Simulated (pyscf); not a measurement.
## `[OH][SnH][OH]`, doublet

Gas-phase minimum from PySCF at ωB97X-D3(BJ)/def2-SVP, one conformer. Other isomers of HO–SnH•–OH were not searched in full and may lie lower. 

```
Sn
O 1 1.9943
H 2 0.9649 1 114.55
O 1 1.9944 2 108.75 3 64.67
H 4 0.9649 1 114.56 2 -67.11
H 1 1.7273 2 103.47 3 174.27
```
Charge 0, spin multiplicity 2.

Properties at ωB97X-D3(BJ)/def2-SVP:

```yaml
harmonic_wavenumbers_unscaled: 102, 158, 239, 511, 541, 612, 614, 778, 810, 1861, 3899, 3901 cm⁻¹
zero_point_energy: 20.1 kcal/mol
rotational_symmetry_number: 1
Entropy of this conformer at 298 K and 1 atm, rigid rotor and harmonic oscillator, modes under 100 cm⁻¹ raised to 100: 323.5 J/(mol K)
dipole_moment: 2.73 D
Spin expectation value S2: 0.756
```

Single-point totals, which compare only within one level (frozen core for MP2 and CC):

| level | total energy (hartree) |
|---|---|
| ωB97X-D3(BJ)/def2-TZVP | -366.71697 |
| PBE/def2-TZVP | -366.46255 |
| r²SCAN/def2-TZVP | -366.63125 |
| B3LYP-D3(BJ)/def2-TZVP | -366.70402 |
| PBE0-D3(BJ)/def2-TZVP | -366.46592 |
| M06-2X/def2-TZVP | -366.49842 |
| ωB97M-D3(BJ)/def2-TZVP | -366.68708 |
| UHF/def2-TZVPP | -364.89629 |
| MP2/def2-TZVPP | -365.69596 |
| CCSD/def2-TZVPP | -365.69695 |
| CCSD(T)/def2-TZVPP | -365.72440 |

Soft torsions are taken as harmonic, which can shift the entropy by several J/(mol K). The CCSD(T) − MP2 part came from Ansatz, without density fitting, on the same reference. The frozen core leaves the outer d or s,p core shells of the metals and heavy elements correlated in the MP2 and CC values, and def2-TZVPP describes them poorly, so these totals are far from the basis limit. Elements past Kr carry the def2 core potentials, without spin-orbit coupling.
